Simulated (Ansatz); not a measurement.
```yaml
atoms:
  - { symbol: Ti, position_ang: [-0.0424, 0.0219, -0.3737] }
  - { symbol: O, position_ang: [-0.0202, 1.3567, 0.5682] }
  - { symbol: O, position_ang: [-0.0139, -1.3736, 0.5339] }
```

Basis set: 6-31G* (spherical functions). Correlated methods keep 7 orbitals frozen. Charge 0, multiplicity 1.

Computed with Ansatz (development build ahead of 0.2.0); each method stands on the lowest determinant of its kind that the runs found. Restricted open shells among the atoms or ions are ROHF, correlated in semicanonical orbitals with singles.

Task: Give the atomization energy at this shape (free ground-state atoms in the same class of orbitals less the molecule, no zero-point energy) of singlet TiO2 by RHF-MP2, RHF.

Result:

```csv
method,atomization energy
RHF-MP2,13.89 eV
RHF,3.94 eV
```

Caution: no unrestricted run beside it, a lower state can exist; other spin multiplicities were not run.
